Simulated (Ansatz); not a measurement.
`CCCCCCCCCCO` + CH₄ → `CCCCCO` + `CCCCCC`  (formal exchange of groups at a C–C bond)

Gas-phase electronic energies from Ansatz, PBE0-D4/def2-TZVP geometries. CCSD(T)/CBS is the MP2 limit (def2-TZVPP, def2-QZVPP) plus CCSD(T) − MP2 in def2-TZVPP, frozen cores. This one scheme is used for every species. DFT in def2-TZVPP. B3LYP here is the variant with VWN-RPA as its local correlation; programs differ in this. One conformer a species, not always the lowest.

(1) Is it downhill or uphill in electronic energy at CCSD(T)/CBS, and by how much? (Estimate.)

(2) What do these levels give: PBE-D4, ωB97M-V, B2PLYP, r2SCAN, PBE0, B3LYP, MP2/def2-TZVPP, CCSD/def2-TZVPP, CCSD(T)/def2-TZVPP, HF/CBS(def2), MP2/CBS(def2), CCSD/CBS(def2)? (Best estimate.)

Largest T1 diagnostic among the species: 0.009.

Results:

(1) Computed: Uphill: ΔE = +2.3 kcal/mol.

(2) The calculation gave: PBE-D4 1.7, ωB97M-V 2.1, B2PLYP 0.7, r2SCAN 1.0, PBE0 0.2, B3LYP -0.5, MP2/def2-TZVPP 2.7, CCSD/def2-TZVPP 1.8, CCSD(T)/def2-TZVPP 2.4, HF/CBS(def2) -1.0, MP2/CBS(def2) 2.7, CCSD/CBS(def2) 1.8 kcal/mol.

In def2-TZVPP, CCSD(T) changes the Hartree–Fock value by +3.4 kcal/mol (the triples alone add +0.6 kcal/mol) and MP2 by +3.7 kcal/mol. The D4 term adds +2.2 kcal/mol with B3LYP and +1.6 kcal/mol with PBE0; it sums over pairs of atoms, weighted by their polarisabilities, and B3LYP, whose exchange is more repulsive, gets the larger term.
